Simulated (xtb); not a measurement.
xtb input for Si(H)(Me)2(OH) (C2H8OSi), SMILES [SiH](C)(O)C, GFN2-xTB. 

```
$ xtb mol.xyz --gfn 2 --sp --chrg 0 --uhf 0 --json
$ cat mol.xyz
12

Si     0.37006766     0.09921201     0.00000000
C     -0.19611598    -0.85614848     1.54526612
C     -0.19611598    -0.85614849    -1.54526612
O     -0.20317487     1.62898208    -0.00000001
H      1.80647311     0.36030954    -0.00000000
H     -1.27042078    -1.02656824     1.54910403
H      0.05038254    -0.31064411     2.45166135
H      0.28418626    -1.82707515     1.60888297
H      0.05038254    -0.31064413    -2.45166135
H     -1.27042078    -1.02656824    -1.54910403
H      0.28418625    -1.82707516    -1.60888296
H     -1.13692568     1.82122248    -0.00000001
```

Program output:

```
[banner left out]
          |                Calculation Setup                |
           -------------------------------------------------



           -------------------------------------------------
          |                 G F N 2 - x T B                 |
           -------------------------------------------------

        Reference                      10.1021/acs.jctc.8b01176
      * Hamiltonian:
        H0-scaling (s, p, d)           1.850000    2.230000    2.230000
        zeta-weighting                 0.500000
      * Dispersion:
        s8                             2.700000
        a1                             0.520000
        a2                             5.000000
        s9                             5.000000
      * Repulsion:
        kExp                           1.500000    1.000000
        rExp                           1.000000
      * Coulomb:
        alpha                          2.000000
        third order                    shell-resolved
        anisotropic                    true
        a3                             3.000000
        a5                             4.000000
        cn-shift                       1.200000
        cn-exp                         4.000000
        max-rad                        5.000000


          ...................................................
          :                      SETUP                      :
          :.................................................:
          :  # basis functions                  30          :
          :  # atomic orbitals                  29          :
          :  # shells                           17          :
          :  # electrons                        26          :
          :  max. iterations                   250          :
          :  Hamiltonian                  GFN2-xTB          :
          :  restarted?                      false          :
          :  GBSA solvation                  false          :
          :  PC potential                    false          :
          :  electronic temp.          300.0000000     K    :
          :  accuracy                    1.0000000          :
          :  -> integral cutoff          0.2500000E+02      :
          :  -> integral neglect         0.1000000E-07      :
          :  -> SCF convergence          0.1000000E-05 Eh   :
          :  -> wf. convergence          0.1000000E-03 e    :
          :  Broyden damping             0.4000000          :
          :  net charge                          0          :
          :  unpaired electrons                  0          :
          ...................................................

 iter      E             dE          RMSdq      gap      omega  full diag
   1    -14.2979465 -0.142979E+02  0.478E+00    7.55       0.0  T
   2    -14.3512237 -0.532772E-01  0.216E+00    6.52       1.0  T
   3    -14.3519725 -0.748814E-03  0.185E+00    7.12       1.0  T
   4    -14.3587255 -0.675299E-02  0.797E-01    6.83       1.0  T
   5    -14.3581638  0.561624E-03  0.507E-01    6.90       1.0  T
   6    -14.3588504 -0.686600E-03  0.995E-02    6.81       1.0  T
   7    -14.3588627 -0.123167E-04  0.223E-02    6.80       1.3  T
   8    -14.3588627  0.874010E-07  0.118E-02    6.80       2.4  T
   9    -14.3588631 -0.454861E-06  0.320E-03    6.80       9.0  T
  10    -14.3588632 -0.512384E-07  0.140E-03    6.80      20.6  T
  11    -14.3588632 -0.926182E-08  0.203E-04    6.80     142.4  T
  12    -14.3588632 -0.274181E-10  0.803E-05    6.80     359.5  T

   *** convergence criteria satisfied after 12 iterations ***

         #    Occupation            Energy/Eh            Energy/eV
      -------------------------------------------------------------
         1        2.0000           -0.7549974             -20.5445
       ...           ...                  ...                  ...
         7        2.0000           -0.4732393             -12.8775
         8        2.0000           -0.4621832             -12.5766
         9        2.0000           -0.4564679             -12.4211
        10        2.0000           -0.4534632             -12.3394
        11        2.0000           -0.4533380             -12.3360
        12        2.0000           -0.4020935             -10.9415
        13        2.0000           -0.3874487             -10.5430 (HOMO)
        14                         -0.1376891              -3.7467 (LUMO)
        15                         -0.1246445              -3.3917
        16                         -0.1129214              -3.0727
        17                          0.0071347               0.1941
        18                          0.0251756               0.6851
       ...                                ...                  ...
        29                          0.7908939              21.5213
      -------------------------------------------------------------
                  HL-Gap            0.2497596 Eh            6.7963 eV
             Fermi-level           -0.2625689 Eh           -7.1449 eV

 SCC (total)                   0 d,  0 h,  0 min,  0.006 sec
 SCC setup                      ...        0 min,  0.000 sec (  1.354%)
 Dispersion                     ...        0 min,  0.000 sec (  0.692%)
 classical contributions        ...        0 min,  0.000 sec (  0.318%)
 integral evaluation            ...        0 min,  0.001 sec ( 13.159%)
 iterations                     ...        0 min,  0.003 sec ( 54.511%)
 molecular gradient             ...        0 min,  0.002 sec ( 28.397%)
 printout                       ...        0 min,  0.000 sec (  1.431%)

         :::::::::::::::::::::::::::::::::::::::::::::::::::::
         ::                     SUMMARY                     ::
         :::::::::::::::::::::::::::::::::::::::::::::::::::::
         :: total energy             -14.191161194974 Eh    ::
         :: gradient norm              0.000145709564 Eh/a0 ::
         :: HOMO-LUMO gap              6.796305396765 eV    ::
         ::.................................................::
         :: SCC energy               -14.358852952171 Eh    ::
         :: -> isotropic ES            0.042119708047 Eh    ::
         :: -> anisotropic ES          0.004835522594 Eh    ::
         :: -> anisotropic XC          0.005188147599 Eh    ::
         :: -> dispersion             -0.005819736628 Eh    ::
         :: repulsion energy           0.167691757197 Eh    ::
         :: add. restraining           0.000000000000 Eh    ::
         :: total charge               0.000000000000 e     ::
         :::::::::::::::::::::::::::::::::::::::::::::::::::::

           -------------------------------------------------
          |                Property Printout                |
           -------------------------------------------------

    * Orbital Energies and Occupations

         #    Occupation            Energy/Eh            Energy/eV
      -------------------------------------------------------------
         1        2.0000           -0.7549974             -20.5445
         2        2.0000           -0.6486683             -17.6512
         3        2.0000           -0.5642590             -15.3543
         4        2.0000           -0.5642401             -15.3538
         5        2.0000           -0.5252796             -14.2936
         6        2.0000           -0.4746332             -12.9154
         7        2.0000           -0.4732393             -12.8775
         8        2.0000           -0.4621832             -12.5766
         9        2.0000           -0.4564679             -12.4211
        10        2.0000           -0.4534632             -12.3394
        11        2.0000           -0.4533380             -12.3360
        12        2.0000           -0.4020935             -10.9415
        13        2.0000           -0.3874487             -10.5430 (HOMO)
        14                         -0.1376891              -3.7467 (LUMO)
        15                         -0.1246445              -3.3917
        16                         -0.1129214              -3.0727
        17                          0.0071347               0.1941
        18                          0.0251756               0.6851
        19                          0.1013030               2.7566
        20                          0.2050657               5.5801
        21                          0.2065887               5.6216
        22                          0.2185864               5.9480
        23                          0.2278710               6.2007
        24                          0.2464269               6.7056
       ...                                ...                  ...
        29                          0.7908939              21.5213
      -------------------------------------------------------------
                  HL-Gap            0.2497596 Eh            6.7963 eV
             Fermi-level           -0.2625689 Eh           -7.1449 eV

     #   Z          covCN         q      C6AA      α(0)
     1  14 Si       3.440     0.520   103.157    19.828
     2   6 C        3.649    -0.207    24.977     7.180
     3   6 C        3.649    -0.207    24.977     7.180
     4   8 O        1.576    -0.481    22.532     6.405
     5   1 H        0.919    -0.071     4.644     3.370
     6   1 H        0.925     0.027     2.629     2.536
     7   1 H        0.925     0.023     2.683     2.562
     8   1 H        0.925     0.022     2.707     2.573
     9   1 H        0.925     0.023     2.683     2.562
    10   1 H        0.925     0.027     2.629     2.536
    11   1 H        0.925     0.022     2.707     2.573
    12   1 H        0.809     0.302     0.715     1.328

 Mol. C6AA /au·bohr⁶  :       1395.539628
 Mol. C8AA /au·bohr⁸  :      41292.604870
 Mol. α(0) /au        :         60.630953


Wiberg/Mayer (AO) data.
largest (>0.10) Wiberg bond orders for each atom

 ---------------------------------------------------------------------------
     #   Z sym  total        # sym  WBO       # sym  WBO       # sym  WBO
 ---------------------------------------------------------------------------
     1  14 Si   3.872 --     4 O    1.167     2 C    0.887     3 C    0.887
                             5 H    0.882
     2   6 C    3.976 --     8 H    0.996     7 H    0.993     6 H    0.986
                             1 Si   0.887
     3   6 C    3.976 --    11 H    0.996     9 H    0.993    10 H    0.986
                             1 Si   0.887
     4   8 O    2.167 --     1 Si   1.167    12 H    0.887
     5   1 H    0.995 --     1 Si   0.882
     6   1 H    0.999 --     2 C    0.986
     7   1 H    0.999 --     2 C    0.993
     8   1 H    1.000 --     2 C    0.996
     9   1 H    0.999 --     3 C    0.993
    10   1 H    0.999 --     3 C    0.986
    11   1 H    1.000 --     3 C    0.996
    12   1 H    0.909 --     4 O    0.887
 ---------------------------------------------------------------------------

Topologies differ in total number of bonds
Writing topology from bond orders to xtbtopo.mol

molecular dipole:
                 x           y           z       tot (Debye)
 q only:       -0.291      -0.004       0.000
   full:       -0.635      -0.222       0.000       1.708
molecular quadrupole (traceless):
                xx          xy          yy          xz          yz          zz
 q only:        2.522      -2.759      -1.018       0.000       0.000      -1.504
  q+dip:        2.906      -2.965      -1.927       0.000       0.000      -0.979
   full:        2.457      -3.555      -1.808       0.000       0.000      -0.649


           -------------------------------------------------
          | TOTAL ENERGY              -14.191161194974 Eh   |
          | GRADIENT NORM               0.000145709564 Eh/α |
          | HOMO-LUMO GAP               6.796305396765 eV   |
           -------------------------------------------------
Note: The following floating-point exceptions are signalling: IEEE_UNDERFLOW_FLAG IEEE_DENORMAL
normal termination of xtb

------------------------------------------------------------------------
------------------------------------------------------------------------
 total:
 SCF:
```

The run converged.
